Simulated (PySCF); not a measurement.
**Polarisability and C₆ of S (sulfur, neutral)**

[Ne] 3s2 3p3 4s1, high-spin 5S determinant (an excited configuration). All numbers are calculated (PySCF 2.14, the spin-free X2C one-electron Hamiltonian (Gaussian nucleus), in aug-cc-pCVTZ-DK). Coupled (time-dependent) response in atomic units; α is the mean over directions.

```json
{"method": "UHF", "mean α (bohr³)": "434.1", "C₆ (like pair)": "5157", "S(−4)": "352700"}
{"method": "PBE", "mean α (bohr³)": "321.4", "C₆ (like pair)": "3575", "S(−4)": "167900"}
{"method": "PBE0", "mean α (bohr³)": "359.7", "C₆ (like pair)": "4178", "S(−4)": "213000"}
{"method": "BLYP", "mean α (bohr³)": "263.4", "C₆ (like pair)": "2703", "S(−4)": "110900"}
```

S(−4) is the Cauchy moment in α(ω) = α(0) + S(−4) ω² + …

α(iu) at UHF:

```tsv
u (hartree)	α(iu) (bohr³)
0	434.1
0.0500	148.0
0.100	55.80
0.200	21.93
0.300	14.08
0.500	8.348
0.750	5.182
1.00	3.495
1.50	1.876
2.00	1.170
3.00	0.5931
5.00	0.2565
```

A single London oscillator, α(iu) = α/(1 + u²/ω²), gives C₆ = (3/4) ω α². Matching the computed C₆ needs ω = 4 × 5157 / (3 × 434.1²) = 0.0365 hartree.

The outer electron is Rydberg-like, and this basis confines it to a smaller radius and binds it less than a complete one would.
